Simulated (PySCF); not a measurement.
C6H8OS, SMILES CSCc1ccco1, GFN2-xTB optimised geometry.

```
16

C     -2.52    -0.84    -2.43
S     -1.68    -2.30    -1.75
C     -1.39    -1.69    -0.03
C     -0.41    -0.58     0.00
C      0.96    -0.58     0.00
C      1.35     0.78     0.00
C      0.20     1.50     0.00
O     -0.87     0.69    -0.01
H     -2.71    -1.05    -3.48
H     -3.45    -0.68    -1.90
H     -1.87     0.03    -2.34
H     -1.02    -2.56     0.51
H     -2.35    -1.37     0.36
H      1.59    -1.44     0.00
H      2.35     1.16     0.00
H      0.02     2.56    -0.01
```

Density from PySCF with B3LYP/def2-TZVP at that geometry.

Minimum of the electron density along straight lines between bonded atoms, close to the bond critical point (lines longer than 1.1 times the sum of covalent radii, or with two minima, are not listed):

```csv
bond,length / Å,ρ at the minimum / e bohr⁻³,∇²ρ there / e bohr⁻⁵,position (fraction from the first atom)
C1–S2,1.813,0.182,[?],0.47
S2–C3,1.842,0.173,-0.26,0.53
C3–C4,1.478,0.275,[?],0.48
C4–C5,1.365,0.336,-1.00,0.52
C5–C6,1.416,0.301,-0.84,0.50
C6–C7,1.359,0.340,-1.02,0.48
C4–O8,1.353,0.292,[?],0.34
C7–O8,1.344,0.296,-0.27,0.33
C1–H9,1.085,0.283,-0.99,0.64
C1–H10,1.087,0.283,-0.98,0.64
C1–H11,1.086,0.285,-1.00,0.65
C3–H12,1.088,0.284,-1.00,0.65
C3–H13,1.090,0.283,-0.99,0.65
C5–H14,1.070,0.292,-1.06,0.65
C6–H15,1.070,0.292,-1.07,0.65
C7–H16,1.072,0.297,-1.10,0.65
```

What belongs in the gaps?


- C1–S2, ∇²ρ there / e bohr⁻⁵: -0.30
- C3–C4, ∇²ρ there / e bohr⁻⁵: -0.76
- C4–O8, ∇²ρ there / e bohr⁻⁵: -0.32
